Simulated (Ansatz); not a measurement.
CH4FNO2Si (`NC1(F)O[SiH2]O1`) at its PBE0-D4/def2-TZVP geometry, where that method's forces vanish. Total charge 0; spin multiplicity 1.

```csv
atom,x (Å),y (Å),z (Å)
N1,1.5988,-0.0322,-0.7140
C2,0.2256,-0.2539,-0.5879
F3,-0.1652,-1.0237,-1.6283
O4,-0.5128,0.9380,-0.5426
Si5,-1.2674,0.3828,0.8439
O6,-0.2262,-0.8950,0.6154
H7,1.9600,0.5064,0.0597
H8,2.1006,-0.9047,-0.8066
H9,-2.7094,0.0859,0.7088
H10,-1.0041,1.1962,2.0517
```

Question: For each bond, give half the difference of the two atoms' forces along it (eV/Å; positive pushes the atoms apart) under PBE-D4, r2SCAN-D4, B3LYP-D4, ωB97M-V in def2-TZVPP. (Estimate.)

Answer: Ansatz gave: 
```tsv
bond	length (Å)	PBE-D4	r2SCAN-D4	B3LYP-D4	ωB97M-V
N1–C2	1.397	-0.06	-0.05	-0.02	0.09
N1–H7	1.010	0.20	0.01	-0.05	-0.06
N1–H8	1.011	0.20	0.00	-0.05	-0.06
C2–F3	1.352	0.57	0.26	0.25	0.11
C2–O4	1.403	0.43	0.23	0.21	0.10
C2–O6	1.436	0.48	0.28	0.24	0.04
O4–Si5	1.673	0.52	0.12	0.21	0.17
Si5–O6	1.664	0.50	0.10	0.21	0.18
Si5–H9	1.478	-0.06	-0.04	-0.18	-0.20
Si5–H10	1.480	-0.06	-0.04	-0.18	-0.20
```

B3LYP here is the variant with VWN-RPA as its local correlation; programs differ in this.
